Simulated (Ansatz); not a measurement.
Computed with Ansatz.

A structure relaxed at PBE0-D4/def2-TZVP, charge 0, multiplicity 2:

```json
{"atom": "C1", "x (Å)": "-0.449", "y (Å)": "0.090", "z (Å)": "0.304"}
{"atom": "As2", "x (Å)": "0.897", "y (Å)": "-1.085", "z (Å)": "-0.517"}
{"atom": "H3", "x (Å)": "0.028", "y (Å)": "0.795", "z (Å)": "0.987"}
{"atom": "H4", "x (Å)": "-1.162", "y (Å)": "-0.519", "z (Å)": "0.860"}
{"atom": "H5", "x (Å)": "-0.981", "y (Å)": "0.654", "z (Å)": "-0.464"}
{"atom": "H6", "x (Å)": "1.666", "y (Å)": "0.066", "z (Å)": "-1.170"}
```

(1) Give its formula and SMILES.

(2) Point group (tolerance 0.08 Å, 0.16 Å for H)?

(3) Summarise the bond lengths by kind.

Answers

(1) CH4As, `C[AsH]`.

(2) Cs.

(3) 1 × As–C 1.967 Å; 3 × C–H 1.090 to 1.091 Å; 1 × As–H 1.530 Å.
